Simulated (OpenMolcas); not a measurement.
## What dynamic correlation does to the levels of W4+

- Program: OpenMolcas 26.06
- Basis: ANO-RCC-VTZP [8s7p5d3f2g1h]
- Scalar Hamiltonian: DKH2, point nucleus
- Active space: 8 electrons in 8 orbitals (RAS1 5p, at most 2 holes; RAS2 5d)
- State averaging: 2S+1 = 3 even, 10 roots; 2S+1 = 1 even, 15 roots
- Spin-orbit coupling: RASSI with atomic mean-field integrals over the reference wave functions, term energies averaged over their components

Methods on the same reference wave functions:
A. RASSCF
B. SS-RASPT2, IPEA 0.25 Eh, imaginary shift 0.1 Eh (closed shells correlated: 5s)

Energies in cm⁻¹ above 5d² ³F₂, the measured ground level; measured values from the list in J. Phys. B 45, 065001 (2012).

| Level | A | B | Measured |
| --- | --- | --- | --- |
| 5d² ³F₂ | 0.0 | 0.0 | 0.0 |
| 5d² ³F₃ | 6659 | 6910 |  |
| 5d² ³F₄ | 12507 | 12570 | 11519 |
| 5d² ³P₀ | 14397 | 13570 | 12839 |
| 5d² ¹D₂ [53 %] | 15953 | 14430 |  |
| 5d² ³P₁ | 18200 | 17530 | 16331 |
| 5d² ³P₂ [60 %] | 25448 | 24210 | 22615 |
| 5d² ¹G₄ | 25798 | 23940 | 22346 |
| 5d² ¹S₀ | 47692 | 44860 | 43110 |

Deviations, from unrounded energies. A percentage is the sum of absolute deviations over the sum of measured energies, with the sign that they share, or ± where signs differ.

```
                        Against measurement  Levels      A     B
             mean absolute deviation (cm-1)       6   2500  1300
      fine structure of the ground term (%)       1   +8.6  +9.1
other terms of the ground configuration (%)       5  +12.2  +5.8
```

B lies closest to measurement on these levels. The largest miss of B in the table is 5d² ¹S₀, by +1700 cm-1. The ranking rests on the paired levels alone, and a cruder setting can come out closer through cancelling errors.

From A to B the spin-free energies of the other terms of 5d² shown, above ³F, scale by factors of 0.74 to 0.92, as is usual when dynamic correlation screens the repulsion within a d or f shell.

The lowest spin-free term lies below A's lowest term by 0.171 hartree in B.

Term energies are means over components that CASPT2 splits; among the terms shown or strongly mixed into the levels shown the widest spread is 330 cm-1 (5d² ¹G, B). Active for correlation alone: 5p; no level in the range computed is led by a configuration that opens it, so any true level of that kind is missing. Without dynamic correlation excited terms often stand tens of per cent too high (terms of higher spin than the ground term too low), and those without a measured partner can miss by more than the paired ones (holds for A). Computed and measured levels are paired by configuration, term and J; levels that our copy of the source lacks, or whose pairing is in doubt (as where it misses far off the trend of its configuration), stay unpaired and out of the deviations. Levels of configurations outside the active space are missing.

A share in square brackets marks a mixed level and gives the weight of the term that names it, the lowest over the columns.
